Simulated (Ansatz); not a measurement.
System: P2H, charge 1, singlet. A triplet may lie lower; no result for it is given here. P2H+ (SMILES P#[PH+]).
B3LYP-D3(BJ)/def2-TZVP minimum from Ansatz (a first-principles code):
```xyz
3

P      0.0000     0.0000    -1.0117
P      0.0000     0.0000     0.8600
H      0.0000     0.0000     2.2752
```
Charge +1, spin multiplicity 1.

Hartree-Fock and MP2 correlation energies in hartree (Ansatz). Open shells are spin-unrestricted; no spin-orbit coupling. Cores are frozen in correlated methods. No relativity. The restricted determinant of HP2+ (P#[PH+], singlet) is unstable towards broken spin symmetry in at least one set run.

```csv
basis,X,E(HF),"E(corr, MP2)"
cc-pV(T+d)Z,3,-681.72851,-0.28007
cc-pV(Q+d)Z,4,-681.73429,-0.29894
cc-pV(5+d)Z,5,-681.73531,withheld
```

Q: Fit E(corr) = E∞ + A/X³ to X = 3 and 4, predict X = 5, and compare with the run.

A: A = (-0.28007 - (-0.29894))/(1/27 - 1/64) = 0.8813; E∞ = -0.29894 - A/64 = -0.31271; at X = 5, E∞ + A/125 = -0.30566. The run gave -0.30753, 1.87 mEh below the prediction. The same form on X = 4 and 5 gives E∞ = -0.31654, 3.83 mEh below the first estimate.
